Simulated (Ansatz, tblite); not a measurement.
Isomers of SnSe2⁻ (doublet), found by a short tight-binding search and relaxed with r2SCAN-D4/def2-TZVPD in Ansatz.

In the def2 sets Sn takes a core potential; there is no spin–orbit coupling. The xTB rows come from tblite. Correlated methods freeze 22 core orbitals; core or outer-core shells of Sn, Se are correlated, in sets that lack core-valence functions.

B: At PBE-D4/def2-TZVPD, r2SCAN-D4/def2-TZVPD, r2SCANh-D4/def2-TZVPD, PBE0-D4/def2-TZVPD the highest occupied level of the charge -1 doublet lies above zero (up to 0.97 eV). It is a level of α spin, whose loss leaves a singlet; that state wasn't run at this geometry and level. The electron is either unbound and held by the finite basis, or the level is raised by self-interaction error.

Other spin states were run for one of them alone.

A:

| atom | x (Å) | y (Å) | z (Å) |
| --- | --- | --- | --- |
| Sn1 | -0.003 | -0.633 | -0.273 |
| Se2 | 0.000 | -0.555 | 2.161 |
| Se3 | 0.003 | 1.188 | -1.888 |

B:

```xyz
3

Sn    1.219    0.767    0.651
Se   -1.340    0.066    0.513
Se    0.121   -0.832   -1.164
```

Estimate which lies lowest at each level, and how far above it the others are (eV).


| level | A | B |
| --- | --- | --- |
| GFN1-xTB | 0.00 | 0.95 |
| GFN2-xTB | 0.00 | 1.58 |
| HF/def2-SVPD | 0.00 | 0.62 |
| PBE-D4/def2-TZVPD | 0.00 | 0.54 |
| r2SCAN-D4/def2-TZVPD | 0.00 | 0.59 |
| r2SCANh-D4/def2-TZVPD | 0.00 | 0.56 |
| PBE0-D4/def2-TZVPD | 0.00 | 0.47 |
| PBE-QIDH/def2-TZVPD | 0.00 | 0.44 |
| MP2/def2-SVPD | 0.00 | 0.67 |
| CCSD/def2-SVPD | 0.00 | 0.65 |
| CCSD(T)/def2-SVPD | 0.00 | 0.69 |
Point groups (tolerance 0.1 Å): A C2v, B C2v. Lower isomers may exist.
